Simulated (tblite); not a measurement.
Compound: C6H11F2NSi.
Atom-mapped SMILES: `[CH2:1]=[CH:2][Si@@H:3]1[NH:4][CH2:5][CH2:6][C@@H:7]1[CH:8]([F:9])[F:10]` (hydrogens: H11, H12 on C1; H13 on C2; H14 on Si3; H15 on N4; H16, H17 on C5; H18, H19 on C6; H20 on C7; H21 on C8)

Cartesian coordinates in Å at the GFN2-xTB level; atoms count from 1:
```
atom  x, y, z in Å
C1     2.5690   -0.8105    0.6368
C2     1.9351   -1.0521   -0.5010
Si3    0.5886    0.0459   -1.2237
N4     0.6303    1.6188   -0.5333
C5    -0.6327    2.0681    0.0216
C6    -1.3268    0.8177    0.5543
C7    -1.1493   -0.2870   -0.4870
C8    -1.2786   -1.6547    0.1204
F9    -1.0020   -2.6255   -0.7924
F10   -2.5485   -1.9122    0.5443
H11    2.3599    0.0748    1.2160
H12    3.3231   -1.4719    1.0362
H13    2.1786   -1.9505   -1.0526
H14    0.5393   -0.0566   -2.6884
H15    1.2497    2.3572   -0.8210
H16   -0.4517    2.7878    0.8254
H17   -1.2578    2.5561   -0.7382
H18   -0.8318    0.5129    1.4790
H19   -2.3767    1.0109    0.7758
H20   -1.9165   -0.1970   -1.2592
H21   -0.6102   -1.8153    0.9800
```

All values are computed: GFN2-xTB (tblite) harmonic vibrations without scaling, gas phase. Against measured fundamentals such values can be off by several per cent, at times by over 20. Modes of hydrogen on silicon can be 10 to 20 % off. One conformer, not necessarily the lowest.

Harmonic wavenumbers (cm⁻¹): 37.3, 53.7, 68.7, 95.5, 137.0, 153.1, 208.4, 285.6, 327.9, 379.9, 383.6, 415.8, 469.9, 499.3, 540.2, 568.9, 607.4, 664.8, 694.9, 775.4, 865.0, 894.6, 923.1, 962.8, 995.8, 998.3, 1009.0, 1033.3, 1040.0, 1097.1, 1124.6, 1136.0, 1144.3, 1184.4, 1207.0, 1252.2, 1272.9, 1273.5, 1276.2, 1321.5, 1343.3, 1355.2, 1409.7, 1483.1, 1500.9, 1664.8, 2216.5, 2873.2, 2889.5, 2944.7, 2965.5, 2975.5, 2994.0, 3049.4, 3074.2, 3100.9, 3487.5.

A = 1396, B = 962.7, C = 693.8 MHz; mass 163.063 u (most abundant isotopes); point group C1, symmetry number 1.

Task: Zero-point energy?

Result: Half the sum of the wavenumbers: 35353 cm⁻¹ = 101.08 kcal/mol.

Task: Give the ideal-gas entropy at 273.15 K and 1 bar in the rigid-rotor, harmonic-oscillator model (classical rotation).

Result: Translation 40.77, rotation 29.96, vibration 33.38: S = 104.1 cal/(mol K).

Task: And Cp and H(273.15 K) − H(0)?

Result: Cp = 41.06 cal/(mol K), of which vibrations give 33.11 (their classical limit is 57 R = 113.3); H(273.15 K) − H(0) = 6.82 kcal/mol without the zero-point energy, 4.65 from vibrations.

Task: What must be added to the electronic energy to get the Gibbs energy at 273.15 K and 1 bar?

Result: ZPE + [H(273.15 K) − H(0)] − T·S = 101.08 + 6.82 − 28.44 = 79.46 kcal/mol.

Task: How do the functions run with temperature in this model?

Result: 
| T (K) | S (cal/(mol K)) | Cp (cal/(mol K)) | H − H(0) (kcal/mol) | G − H(0) (kcal/mol) | ln q(vib) |
| --- | --- | --- | --- | --- | --- |
| 50 | 62.3 | 15.3 | 0.56 | -2.55 | 0.91 |
| 100 | 74.7 | 21.1 | 1.47 | -6.00 | 2.61 |
| 298.15 | 107.8 | 44.1 | 7.89 | -24.27 | 9.01 |
| 373.15 | 118.7 | 52.8 | 11.52 | -32.76 | 11.34 |
| 500 | 136.0 | 65.3 | 19.05 | -48.93 | 15.23 |
| 750 | 165.9 | 82.3 | 37.68 | -86.77 | 22.59 |
| 1000 | 191.2 | 93.0 | 59.69 | -131.50 | 29.39 |

q(vib) and H(0) count from the zero-point level.

Task: Blend soft modes into free rotors: weight 1/[1 + (100 cm⁻¹/ν̃)⁴] for the oscillator and the rest for a rotor with moment μB/(μ + B), μ = h/(8π²ν), B = 10⁻⁴⁴ kg m². What vibrational entropy results?

Result: 29.84 cal/(mol K) in place of 33.38, which changes −T·S at 273.15 K by +0.97 kcal/mol.

Hindered rotation and anharmonicity are outside this model. Other conformers, if any are populated, would add a mixing term that is left out. The structure is chiral; the term R ln 2 for an equal mix with its mirror image is left out.
